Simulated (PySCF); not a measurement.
A geometry optimisation, step by step.

Compound: C6H13OP.
Numbering: `[CH3:1][P@@H:2](=[O:3])[CH:4]1[CH2:5][CH2:6][CH2:7][CH2:8]1` (hydrogens: H9, H10, H11 on C1; H12 on P2; H13 on C4; H14, H15 on C5; H16, H17 on C6; H18, H19 on C7; H20, H21 on C8)

Computed by this run: PySCF 2.14.0, PBE0-D3(BJ)/def2-SVP geometry optimisation, gas phase; density fitting, grid level 1; the optimiser is geomeTRIC in internal coordinates, started from a GFN2-xTB structure with every atom displaced at random (about 0.01 Å). 6 of its 8 geometries are shown. The frame can shift and turn from step to step; on so coarse a grid that alone can change the energy by a few meV, and forces under 0.02 eV/Å are noise.

Step 0: E = -17748.4761 eV, largest atomic force 2.226 eV/Å
```
atom  x, y, z in Å  |  force x, y, z in eV/Å
C1      2.774    0.322    0.741   -1.416   1.629   0.143
P2      1.089    1.018    0.374    1.563  -1.579   0.147
O3      1.106    2.386   -0.162   -0.023   1.734  -0.689
C4      0.304   -0.220   -0.708   -2.024   0.214   0.780
C5     -0.316   -1.366    0.122    0.106   0.560   0.303
C6     -1.755   -0.911    0.464    0.685   0.367  -0.050
C7     -1.930    0.442   -0.217   -0.173   0.024  -0.293
C8     -0.920    0.439   -1.367   -0.399  -0.298   0.669
H9      2.720   -0.674    1.107    0.027  -1.330   0.374
H10     3.338    0.409   -0.169    0.560  -0.081  -0.726
H11     3.210    0.980    1.498    0.202   0.064   0.126
H12     0.453    0.905    1.614   -0.413  -0.296   0.575
H13     0.988   -0.550   -1.442    1.345  -0.497  -0.977
H14     0.258   -1.528    1.043    0.163  -0.298   0.105
H15    -0.323   -2.298   -0.441    0.105  -0.325  -0.185
H16    -2.468   -1.624    0.079   -0.524  -0.515  -0.223
H17    -1.912   -0.834    1.539   -0.098  -0.076   0.352
H18    -1.681    1.260    0.473   -0.065   0.144   0.062
H19    -2.966    0.593   -0.549   -0.029   0.167  -0.033
H20    -1.321   -0.164   -2.192    0.186  -0.195  -0.179
H21    -0.717    1.436   -1.731    0.222   0.588  -0.284
```

Step 1: E = -17748.6979 eV, largest atomic force 0.653 eV/Å
```
atom  x, y, z in Å  |  force x, y, z in eV/Å
C1      2.654    0.137    0.671   -0.031  -0.244  -0.084
P2      1.017    0.881    0.429   -0.247   0.080   0.093
O3      1.026    2.282   -0.100    0.046  -0.067   0.045
C4      0.058   -0.316   -0.580    0.467  -0.186  -0.417
C5     -0.514   -1.457    0.277   -0.015  -0.119  -0.046
C6     -1.959   -1.029    0.622   -0.146  -0.098   0.040
C7     -2.180    0.333   -0.053    0.014   0.042   0.033
C8     -1.167    0.363   -1.192    0.012   0.125  -0.068
H9      2.585   -0.909    1.031    0.019   0.234  -0.108
H10     3.201    0.175   -0.288   -0.094  -0.041   0.126
H11     3.200    0.740    1.405    0.083   0.053   0.078
H12     0.410    0.715    1.724    0.128   0.055  -0.069
H13     0.774   -0.675   -1.360   -0.339   0.122   0.311
H14     0.086   -1.651    1.181    0.026   0.003   0.009
H15    -0.507   -2.399   -0.296   -0.006   0.077   0.034
H16    -2.678   -1.770    0.231    0.082   0.051   0.034
H17    -2.128   -0.979    1.708   -0.001  -0.008  -0.015
H18    -1.962    1.155    0.649    0.009  -0.009  -0.015
H19    -3.216    0.480   -0.392   -0.016  -0.004  -0.008
H20    -1.526   -0.234   -2.047    0.005  -0.004  -0.004
H21    -0.943    1.380   -1.554    0.005  -0.061   0.030
```

Step 3: E = -17748.7081 eV, largest atomic force 0.033 eV/Å
```
atom  x, y, z in Å  |  force x, y, z in eV/Å
C1      2.642    0.127    0.675   -0.001   0.027   0.019
P2      1.010    0.885    0.439    0.009   0.001  -0.003
O3      1.031    2.284   -0.092   -0.004   0.003   0.007
C4      0.063   -0.316   -0.581    0.001   0.004  -0.001
C5     -0.515   -1.460    0.270   -0.007   0.007   0.012
C6     -1.962   -1.032    0.615    0.005   0.003   0.004
C7     -2.176    0.336   -0.054    0.005  -0.004  -0.003
C8     -1.160    0.372   -1.192   -0.011  -0.002  -0.002
H9      2.564   -0.909    1.034   -0.005  -0.015   0.005
H10     3.175    0.148   -0.286    0.000  -0.007  -0.011
H11     3.211    0.726    1.401    0.002  -0.006  -0.008
H12     0.423    0.734    1.737   -0.004  -0.005   0.003
H13     0.768   -0.670   -1.350    0.009  -0.005  -0.010
H14     0.087   -1.660    1.174   -0.001  -0.003  -0.003
H15    -0.509   -2.396   -0.309   -0.003  -0.003  -0.006
H16    -2.676   -1.770    0.219   -0.001  -0.004  -0.007
H17    -2.134   -0.988    1.701    0.000  -0.001   0.000
H18    -1.955    1.153    0.653    0.001   0.001   0.001
H19    -3.210    0.489   -0.394    0.001   0.000   0.002
H20    -1.518   -0.219   -2.052    0.001   0.003   0.000
H21    -0.929    1.388   -1.544    0.003   0.006   0.003
```

Step 4: E = -17748.7082 eV, largest atomic force 0.034 eV/Å
```
atom  x, y, z in Å  |  force x, y, z in eV/Å
C1      2.641    0.123    0.679   -0.002   0.016   0.003
P2      1.010    0.884    0.443    0.009  -0.004  -0.005
O3      1.031    2.284   -0.084    0.002   0.006   0.004
C4      0.065   -0.315   -0.581   -0.027   0.010   0.018
C5     -0.516   -1.460    0.267    0.001   0.005   0.001
C6     -1.963   -1.031    0.612    0.005   0.003   0.001
C7     -2.174    0.338   -0.054    0.001  -0.001   0.000
C8     -1.157    0.376   -1.191    0.002  -0.003   0.000
H9      2.560   -0.914    1.036   -0.004  -0.010   0.006
H10     3.172    0.141   -0.284    0.000  -0.004  -0.005
H11     3.213    0.719    1.403    0.001  -0.001  -0.002
H12     0.421    0.730    1.740   -0.003  -0.008   0.006
H13     0.770   -0.668   -1.350    0.019  -0.009  -0.021
H14     0.084   -1.663    1.170   -0.001  -0.003  -0.002
H15    -0.511   -2.394   -0.315   -0.001  -0.002  -0.003
H16    -2.677   -1.767    0.212   -0.003  -0.002  -0.003
H17    -2.136   -0.990    1.697   -0.002  -0.002  -0.001
H18    -1.952    1.154    0.655    0.000   0.001   0.001
H19    -3.208    0.494   -0.395    0.000   0.002   0.002
H20    -1.515   -0.211   -2.054    0.001   0.003   0.000
H21    -0.925    1.393   -1.540    0.001   0.004   0.001
```

Step 6: E = -17748.7083 eV, largest atomic force 0.036 eV/Å
```
atom  x, y, z in Å  |  force x, y, z in eV/Å
C1      2.639    0.099    0.694   -0.002  -0.022  -0.024
P2      1.013    0.872    0.462   -0.002  -0.006  -0.001
O3      1.041    2.279   -0.046    0.007   0.003  -0.003
C4      0.068   -0.309   -0.583   -0.030   0.009   0.019
C5     -0.525   -1.461    0.248    0.007  -0.004  -0.016
C6     -1.970   -1.025    0.593    0.001  -0.001  -0.006
C7     -2.168    0.354   -0.056   -0.004   0.003   0.004
C8     -1.147    0.399   -1.189    0.018   0.002   0.003
H9      2.546   -0.938    1.051    0.003   0.008   0.006
H10     3.166    0.109   -0.271    0.001   0.003   0.010
H11     3.221    0.687    1.417   -0.003   0.008   0.007
H12     0.416    0.703    1.754    0.003  -0.004   0.003
H13     0.775   -0.658   -1.353    0.007   0.001  -0.006
H14     0.071   -1.682    1.150   -0.001   0.000   0.001
H15    -0.526   -2.387   -0.347    0.002   0.002   0.003
H16    -2.688   -1.750    0.178   -0.002   0.002   0.004
H17    -2.148   -0.998    1.678   -0.002  -0.002  -0.001
H18    -1.941    1.159    0.664   -0.001  -0.001   0.001
H19    -3.200    0.523   -0.397   -0.001   0.002  -0.001
H20    -1.506   -0.174   -2.062   -0.001   0.001   0.000
H21    -0.905    1.419   -1.521   -0.003  -0.003  -0.004
```

Step 7: E = -17748.7084 eV, largest atomic force 0.020 eV/Å
```
atom  x, y, z in Å  |  force x, y, z in eV/Å
C1      2.639    0.090    0.699   -0.002  -0.017  -0.011
P2      1.016    0.867    0.466   -0.003  -0.002   0.002
O3      1.049    2.276   -0.037    0.003  -0.001  -0.001
C4      0.067   -0.307   -0.583    0.003   0.000  -0.001
C5     -0.529   -1.461    0.242    0.003  -0.004  -0.007
C6     -1.974   -1.023    0.587   -0.002  -0.001  -0.004
C7     -2.167    0.360   -0.056   -0.002   0.002   0.002
C8     -1.145    0.407   -1.188    0.004   0.004   0.003
H9      2.545   -0.946    1.058    0.003   0.006   0.003
H10     3.169    0.099   -0.265    0.001   0.002   0.005
H11     3.221    0.678    1.422   -0.001   0.003   0.003
H12     0.419    0.694    1.757    0.002   0.001  -0.001
H13     0.774   -0.654   -1.355   -0.006   0.007   0.006
H14     0.065   -1.688    1.143   -0.001   0.001   0.001
H15    -0.532   -2.384   -0.357    0.001   0.001   0.001
H16    -2.693   -1.744    0.169    0.000   0.002   0.002
H17    -2.153   -1.000    1.672    0.000  -0.001  -0.001
H18    -1.938    1.160    0.668    0.000  -0.001   0.001
H19    -3.198    0.533   -0.397    0.000   0.001  -0.001
H20    -1.504   -0.161   -2.063   -0.001   0.000   0.000
H21    -0.899    1.428   -1.516   -0.001  -0.001  -0.001
```

**Question.** Summarise the path.

**Answer.** The energy falls by 5.36 kcal/mol from step 0 to step 7; nine tenths of that is first reached at step 1. It falls at every step. The largest force goes from 2.226 to 0.020 eV/Å. Among the bonds C4–H13 changes most (a near tie, within 0.001 Å, with another), from 1.056 to 1.103 Å; the atoms move by 0.081 Å rms after alignment.

The cost below is that of the whole optimisation. The run took 2.2 min wall on Arm Neoverse V2, one thread, shared host with 96 logical CPUs at a one-minute load of 47, and the process peaked at 0.84 GiB of memory.
